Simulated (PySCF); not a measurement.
F4Ge, SMILES [F][Ge-]([F])([F])[F] (connectivity only; charge and spin as stated), charge -1, multiplicity 2.

Geometry optimised at B3LYP-D3(BJ)/def2-SVPD.

Method: B3LYP-D3(BJ)/def2-SVPD in PySCF.

Frequencies are harmonic and unscaled.

Modes within 1.5 cm⁻¹ of each other (mostly degenerate sets) share a row, with their intensities summed.

| mode | ν (cm⁻¹) | IR (km/mol) | moving atoms (share of kinetic energy) |
|---|---|---|---|
| 1–2 | 23 | 0.8 | F 93 % |
| 3 | 208 | 22.8 | F 71 %, Ge 29 % |
| 4–5 | 250 | 9.6 | F 92 % |
| 6 | 464 | 0.2 | F 100 % |
| 7–8 | 508 | 416.2 | F 66 %, Ge 34 % |
| 9 | 601 | 113.9 | F 78 %, Ge 22 % |
